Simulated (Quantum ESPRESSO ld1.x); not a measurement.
Results of a calculation; reference values are marked as such.
Question: These are the eigenvalues of the occupied orbitals of an atom or ion with whole-number occupations (hartree). Level of theory: scalar-relativistic Kohn-Sham, LDA (Slater exchange, Perdew-Wang correlation), spin-polarised, spherical densities, point nucleus (ld1.x of Quantum ESPRESSO 7.5).

orbital  eigenvalue
1s up      -3378.14
1s down    -3378.11
2s up      -646.987
2s down    -646.969
2p up      -560.497
2p down    -560.473
3s up      -193.177
3s down    -193.154
3p up      -168.429
3p down    -168.404
3d up      -143.762
3d down    -143.739
4s up      -77.1039
4s down    -77.0627
4p up      -68.3568
4p down    -68.3119
4d up      -58.8047
4d down    -58.7564
5s up      -39.9356
5s down    -39.7476
5p up      -36.3327

Which element is it, and in what charge state? The configuration may be excited. Open shells, if any, are filled with parallel spins first.

Answer: Z = 83, bismuth, charge +33: Bi33+ in [Kr] 4d10 5s2 5p2. The list shows which subshells hold electrons but not how many an open one holds; the 1s level, -3378.1 hartree, gives Z - s = 82.2 by -(Z - s)^2/2, which with screening and relativity narrows Z to a few neighbours, and the depths of the outer levels then fix element, charge and occupations together.
